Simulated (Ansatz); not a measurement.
C2H6BBrS at its PBE0-D4/def2-TZVP geometry, where that method's forces vanish. Total charge 0; spin multiplicity 1. The bonds changed during the relaxation, so this is another structure than the one it started from.

```
atom   x (Å)   y (Å)   z (Å)
  S1  -1.735   0.289  -0.583
  C2  -0.906  -1.095   0.316
  B3  -0.093   0.186   0.673
  C4   1.275   0.476  -0.062
 Br5   1.516   2.362  -0.515
  H6  -1.046   0.180  -1.730
  H7  -1.620  -1.509   1.021
  H8  -0.539  -1.840  -0.385
  H9  -0.382   0.783   1.668
 H10   2.113   0.235   0.594
 H11   1.417  -0.067  -0.998
```

**Question.** For each bond, give half the difference of the two atoms' forces along it (eV/Å; positive pushes the atoms apart) under PBE-D4, r2SCAN-D4, B3LYP-D4, ωB97M-V in def2-TZVPP. (Estimate.)

**Answer.** The calculation gave: 
```
  bond  length (Å)  PBE-D4  r2SCAN-D4  B3LYP-D4  ωB97M-V
 S1–C2       1.847    0.19       0.21      0.40     0.21
 S1–B3       2.070    0.10       0.13      0.38     0.20
 S1–H6       1.343    0.27       0.01     -0.07    -0.13
 C2–B3       1.558    0.08       0.11      0.12     0.08
 C2–H7       1.086    0.09      -0.05     -0.11    -0.10
 C2–H8       1.086    0.09      -0.05     -0.09    -0.08
 B3–C4       1.580   -0.15      -0.07     -0.02     0.12
 B3–H9       1.196    0.06      -0.07     -0.16    -0.17
C4–Br5       1.954    0.28       0.29      0.41     0.03
C4–H10       1.092    0.13      -0.04     -0.13    -0.10
C4–H11       1.091    0.14      -0.04     -0.10    -0.09
```

B3LYP here is the variant with VWN-RPA as its local correlation; programs differ in this.

Results of the Gaussian-basis code of Ansatz.
